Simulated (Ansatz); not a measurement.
Input for Ansatz (a first-principles code): R-CCSD(T)/aug-cc-pVDZ on C2H6Be (SMILES [BeH][CH2]C), a point of a bond scan (R = 1.332 Å).

Ansatz 0.2 input:
```yaml
crystal:
  periodic: [false, false, false]
  atoms:
    - {symbol: Be, position_ang: [-1.44516997, -0.33871489, 0.77011572]}
    - {symbol: H, position_ang: [-2.68932334, -0.19576248, 1.22435394]}
    - {symbol: C, position_ang: [0.12565595, -0.52296854, 0.19841947]}
    - {symbol: C, position_ang: [0.70149886, 0.65782353, -0.61085270]}
    - {symbol: H, position_ang: [0.16969963, -1.43496437, -0.41255321]}
    - {symbol: H, position_ang: [0.78521691, -0.73143034, 1.05193390]}
    - {symbol: H, position_ang: [0.72544400, 1.57703414, -0.02083937]}
    - {symbol: H, position_ang: [0.10330796, 0.86593489, -1.50107434]}
    - {symbol: H, position_ang: [1.72340588, 0.46491778, -0.94768440]}
basis:
  gaussian:
    orbitals: aug-cc-pVDZ
    pivot_positions_ang: [[-1.44516997, -0.33871489, 0.77011572], [-2.68932334, -0.19576248, 1.22435394], [0.12565595, -0.52296854, 0.19841947], [0.70149886, 0.65782353, -0.61085270], [0.16969963, -1.43496437, -0.41255321], [0.78521691, -0.73143034, 1.05193390], [0.72544400, 1.57703414, -0.02083937], [0.10330796, 0.86593489, -1.50107434], [1.72340588, 0.46491778, -0.94768440]]
magnetization: {spin_polarized: false}
correlation: {method: ccsd_t, electrons: outside_noble_gas}
scf: {lower_state_search: off}
output: {orbitals: {seedname: ./end}}
```

It printed:

```
WARN ansatz: RAYON_NUM_THREADS=1 ignored (pool sized by the plan → 1); use --threads N
Functional definition: HF
these checks for a lower state are left out or cut short: stability, starts, cluster_reference, orbital_swaps, neighbouring_geometries, increment
integrals: 0.23 GiB planned
1261 factors; integrals over basis functions are off by at most 3.3e-4 eV
mean field: 0.27 GiB planned
mean field evaluation 1: about -2550.6693 eV, gradient 3.4e1 eV
mean field evaluation 2: about -2550.6693 eV, gradient 3.4e1 eV
mean field evaluation 4: about -2553.8997 eV, gradient 2.8e0 eV
mean field evaluation 8: about -2553.9357 eV, gradient 1.4e-3 eV
mean field -2553.93565957 eV, -93.8554043693 hartree, gradient 1.6e-6 eV, S^2 0.000000; 0 other end points of the search recorded, 0 dependent functions left out
3 core orbitals not correlated
reference -2553.93565957 eV, -93.8554043693 hartree; 8, 8 occupied and 112, 112 virtual orbitals, 1261 factors
second order -9.47441738 eV of doubles, -0.00000000 eV of singles
coupled cluster: 0.69 GiB planned
cycle   1  -10.27588751 eV  change   -8.0e-1 eV  update   6.7e-2
cycle   2  -10.58848329 eV  change   -3.1e-1 eV  update   2.0e-2
cycle   3  -10.61882319 eV  change   -3.0e-2 eV  update   6.1e-3
cycle   4  -10.61829777 eV  change    5.3e-4 eV  update   1.9e-3
cycle   5  -10.61815875 eV  change    1.4e-4 eV  update   6.1e-4
cycle   6  -10.61812085 eV  change    3.8e-5 eV  update   1.9e-4
cycle   7  -10.61809645 eV  change    2.4e-5 eV  update   6.0e-5
cycle   8  -10.61809718 eV  change   -7.4e-7 eV  update   2.1e-5
cycle   9  -10.61809230 eV  change    4.9e-6 eV  update   6.6e-6
perturbative correction -0.31197173 eV, -0.0114647495 hartree
Total energy: -2564.86572359 eV, -94.2570768135 hartree
Checks for a lower state left out: stability, starts, cluster_reference, orbital_swaps, neighbouring_geometries, increment
```

Self-consistency was reached.

Cost: about 6 core-seconds (a rough figure).
